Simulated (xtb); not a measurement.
H₂O₂, charge +1, doublet, from a rough starting geometry (a state made from the parent by changing its charge; the spin is typed, not shown lowest); xtb 6.7.1 with GFN2-xTB.

Input for xtb:
```
$ xtb mol.xyz --gfn 2 --chrg 1 --uhf 1 --opt vtight --json

# file mol.xyz
4

O     -0.02609084     0.68379801    -0.28070738
O     -0.03234325    -0.75056449    -0.25417748
H      0.79624362     0.85613811     0.20693412
H     -0.84032215    -0.87262763     0.26571648
```

Task: What does xtb print? Leave out banner, timings and long lists.

Result: 
```
   ID    Z sym.   atoms
    1    8 O      1, 2
    2    1 H      3, 4

           -------------------------------------------------
          |                Calculation Setup                |
           -------------------------------------------------

           -------------------------------------------------
          |                 G F N 2 - x T B                 |
           -------------------------------------------------

          ...................................................
          :                      SETUP                      :
          :.................................................:
          :  # basis functions                  10          :
          :  # atomic orbitals                  10          :
          :  # shells                            6          :
          :  # electrons                        13          :
          :  max. iterations                   250          :
          :  Hamiltonian                  GFN2-xTB          :
          :  restarted?                      false          :
          :  GBSA solvation                  false          :
          :  PC potential                    false          :
          :  electronic temp.          300.0000000     K    :
          :  accuracy                    1.0000000          :
          :  -> integral cutoff          0.2500000E+02      :
          :  -> integral neglect         0.1000000E-07      :
          :  -> SCF convergence          0.1000000E-05 Eh   :
          :  -> wf. convergence          0.1000000E-03 e    :
          :  Broyden damping             0.4000000          :
          :  net charge                          1          :
          :  unpaired electrons                  1          :
          ...................................................

 iter      E             dE          RMSdq      gap      omega  full diag
   1     -8.4529205 -0.845292E+01  0.399E+00    7.64       0.0  T
   2     -8.4530989 -0.178437E-03  0.239E+00    7.63       1.0  T
   3     -8.4531877 -0.888371E-04  0.156E-01    7.61       1.0  T
   4     -8.4532109 -0.231586E-04  0.980E-02    7.61       1.0  T
   5     -8.4532181 -0.719142E-05  0.183E-02    7.61       2.7  T
   6     -8.4532184 -0.267872E-06  0.860E-03    7.61       5.8  T
   7     -8.4532184 -0.318470E-07  0.869E-04    7.61      57.6  T
   8     -8.4532184 -0.318980E-09  0.163E-04    7.61     307.5  T

   *** convergence criteria satisfied after 8 iterations ***

         :::::::::::::::::::::::::::::::::::::::::::::::::::::
         ::                     SUMMARY                     ::
         :::::::::::::::::::::::::::::::::::::::::::::::::::::
         :: total energy              -8.421957724773 Eh    ::
         :: gradient norm              0.136475920025 Eh/a0 ::
         :: HOMO-LUMO gap              7.614339829282 eV    ::
         ::.................................................::
         :: SCC energy                -8.453218396953 Eh    ::
         :: -> isotropic ES            0.149925252966 Eh    ::
         :: -> anisotropic ES         -0.001906311197 Eh    ::
         :: -> anisotropic XC         -0.003542455630 Eh    ::
         :: -> dispersion             -0.000322548404 Eh    ::
         :: repulsion energy           0.031260672179 Eh    ::
         :: add. restraining           0.000000000000 Eh    ::
         :: total charge               1.000000000000 e     ::
         :::::::::::::::::::::::::::::::::::::::::::::::::::::

      -----------------------------------------------------------
     |                   =====================                   |
     |                        A N C O P T                        |
     |                   =====================                   |
     |               Approximate Normal Coordinate               |
     |                Rational Function Optimizer                |
      -----------------------------------------------------------
      -----------------------------------------------------------
     |                   =====================                   |
     |                        A N C O P T                        |
     |                   =====================                   |
     |               Approximate Normal Coordinate               |
     |                Rational Function Optimizer                |
      -----------------------------------------------------------

          ...................................................
          :                      SETUP                      :
          :.................................................:
          :   optimization level         verytight          :
          :   max. optcycles                   200          :
          :   ANC micro-cycles                  20          :
          :   degrees of freedom                 6          :
          :.................................................:
          :   RF solver                   davidson          :
          :   write xtbopt.log                true          :
          :   linear?                        false          :
          :   energy convergence         0.1000000E-06 Eh   :
          :   grad. convergence          0.2000000E-03 Eh/α :
          :   maxmium RF displ.          1.0000000          :
          :   Hlow (freq-cutoff)         0.1000000E-01      :
          :   Hmax (freq-cutoff)         5.0000000          :
          :   S6 in model hess.         20.0000000          :
          ...................................................

generating ANC from exact Hessian ...
Using Lindh-Hessian (1995)
 Shifting diagonal of input Hessian by    0.0000000000000000
 Lowest  eigenvalues of input Hessian
    0.000000    0.000000    0.000000    0.000000    0.000000    0.000000
    0.031989    0.167807    0.231612    1.115954    1.230170    1.281268
 Highest eigenvalues
    0.031989    0.167807    0.231612    1.115954    1.230170    1.281268

[...]
 * total energy  :    -8.4219577 Eh     change       -0.3708855E-10 Eh
 * total energy  :    -8.4484671 Eh     change       -0.2650942E-01 Eh
 * total energy  :    -8.4548750 Eh     change       -0.6407861E-02 Eh
 * total energy  :    -8.4577683 Eh     change       -0.2893298E-02 Eh
 * total energy  :    -8.4593592 Eh     change       -0.1590887E-02 Eh
 * total energy  :    -8.4611525 Eh     change       -0.1793288E-02 Eh
 * total energy  :    -8.4613111 Eh     change       -0.1586366E-03 Eh
 * total energy  :    -8.4615056 Eh     change       -0.1944887E-03 Eh
 * total energy  :    -8.4615089 Eh     change       -0.3266290E-05 Eh
 * total energy  :    -8.4615089 Eh     change       -0.4498605E-07 Eh
   *** GEOMETRY OPTIMIZATION CONVERGED AFTER 10 ITERATIONS ***
[...]

          ...................................................
          :                      SETUP                      :
          :.................................................:
          :  # basis functions                  10          :
          :  # atomic orbitals                  10          :
          :  # shells                            6          :
          :  # electrons                        13          :
          :  max. iterations                   250          :
          :  Hamiltonian                  GFN2-xTB          :
          :  restarted?                      false          :
          :  GBSA solvation                  false          :
          :  PC potential                    false          :
          :  electronic temp.          300.0000000     K    :
          :  accuracy                    1.0000000          :
          :  -> integral cutoff          0.2500000E+02      :
          :  -> integral neglect         0.1000000E-07      :
          :  -> SCF convergence          0.1000000E-05 Eh   :
          :  -> wf. convergence          0.1000000E-03 e    :
          :  Broyden damping             0.4000000          :
          :  net charge                          1          :
          :  unpaired electrons                  1          :
          ...................................................

 iter      E             dE          RMSdq      gap      omega  full diag
   1     -8.4868405 -0.848684E+01  0.334E-06   10.64       0.0  T
   2     -8.4868405 -0.142109E-13  0.219E-06   10.64   22817.2  T
   3     -8.4868405 -0.355271E-14  0.474E-07   10.64  100000.0  T

   *** convergence criteria satisfied after 3 iterations ***

         :::::::::::::::::::::::::::::::::::::::::::::::::::::
         ::                     SUMMARY                     ::
         :::::::::::::::::::::::::::::::::::::::::::::::::::::
         :: total energy              -8.461508914884 Eh    ::
         :: gradient norm              0.000044886155 Eh/a0 ::
         :: HOMO-LUMO gap             10.640150436685 eV    ::
         ::.................................................::
         :: SCC energy                -8.486840508378 Eh    ::
         :: -> isotropic ES            0.143504492233 Eh    ::
         :: -> anisotropic ES         -0.001370166429 Eh    ::
         :: -> anisotropic XC         -0.008176736646 Eh    ::
         :: -> dispersion             -0.000322362947 Eh    ::
         :: repulsion energy           0.025331593494 Eh    ::
         :: add. restraining           0.000000000000 Eh    ::
         :: total charge               1.000000000000 e     ::
         :::::::::::::::::::::::::::::::::::::::::::::::::::::

           -------------------------------------------------
          |                Property Printout                |
           -------------------------------------------------

    * Orbital Energies and Occupations

         #    Occupation            Energy/Eh            Energy/eV
      -------------------------------------------------------------
         1        2.0000           -1.1105591             -30.2199
         2        2.0000           -1.0373441             -28.2276
         3        2.0000           -0.9815670             -26.7098
         4        2.0000           -0.9576075             -26.0578
         5        2.0000           -0.9350263             -25.4434
         6        2.0000           -0.8341847             -22.6993
         7        1.0000           -0.7556081             -20.5611 (HOMO)
         8                         -0.3645897              -9.9210 (LUMO)
         9                         -0.2167322              -5.8976
        10                         -0.1851920              -5.0393
      -------------------------------------------------------------
                  HL-Gap            0.3910183 Eh           10.6402 eV
             Fermi-level           -0.6774976 Eh          -18.4356 eV

     #   Z          covCN         q      C6AA      α(0)
     1   8 O        1.772     0.043    13.933     5.040
     2   8 O        1.772     0.043    13.934     5.041
     3   1 H        0.798     0.457     0.393     0.985
     4   1 H        0.798     0.457     0.393     0.985

 Mol. C6AA /au·bohr⁶  :         75.671213
 Mol. C8AA /au·bohr⁸  :       1430.596048
 Mol. α(0) /au        :         12.050458

Wiberg/Mayer (AO) data.
largest (>0.10) Wiberg bond orders for each atom

 ---------------------------------------------------------------------------
     #   Z sym  total        # sym  WBO       # sym  WBO       # sym  WBO
 ---------------------------------------------------------------------------
     1   8 O    2.292 --     2 O    1.514     3 H    0.775
     2   8 O    2.292 --     1 O    1.514     4 H    0.775
     3   1 H    0.791 --     1 O    0.775
     4   1 H    0.791 --     2 O    0.775
 ---------------------------------------------------------------------------

Topologies differ in total number of bonds
Writing topology from bond orders to xtbtopo.mol

molecular dipole:
                 x           y           z       tot (Debye)
 q only:       -0.048      -0.039      -0.030
   full:       -0.048      -0.039      -0.030       0.176
molecular quadrupole (traceless):
                xx          xy          yy          xz          yz          zz
 q only:        1.227       4.596       1.900      -0.155      -0.167      -3.127
  q+dip:        2.489       5.800       0.500      -0.196      -0.158      -2.988
   full:        1.935       5.690       0.876      -0.182      -0.160      -2.811

optimized geometry written to: xtbopt.xyz

           -------------------------------------------------
          | TOTAL ENERGY               -8.461508914884 Eh   |
          | GRADIENT NORM               0.000044886155 Eh/α |
          | HOMO-LUMO GAP              10.640150436685 eV   |
           -------------------------------------------------
```
